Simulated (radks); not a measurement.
The mean radii <r> (bohr) of the occupied orbitals of an atom or ion are listed with their occupations. All-electron calculation, scalar-relativistic Kohn-Sham, SCAN, spin-polarised, spherical densities, finite nucleus; meta-GGA in the generalised Kohn-Sham scheme; Fermi nuclear charge, rms radius of each element as measured or else 0.836 A^(1/3) + 0.57 fm. Program: a radial shooting solver on a logarithmic mesh with Libxc functionals.

orbital  occ.     <r>
1s up       1  0.1036
1s down     1  0.1036
2s up       1  0.5172
2s down     1  0.5174
2p up       3  0.4838
2p down     3  0.4839
3s up       1   1.829
3s down     1   1.834
3p up       2   2.109
7d up       1   55.56

Name the element and its charge. Open shells, if any, are filled with parallel spins first.

Answer. Z = 15, phosphorus, charge 0: P in [Ne] 3s2 3p2 7d1. The 1s radius gives Z: for a bare nucleus <r> = (2 gamma + 1)/(2Z) with gamma = sqrt(1 - (Z/c)^2), 0.0996 bohr for Z = 15, and screening makes it slightly larger (0.1036 here). The occupations add up to 15, and the charge is Z minus that.
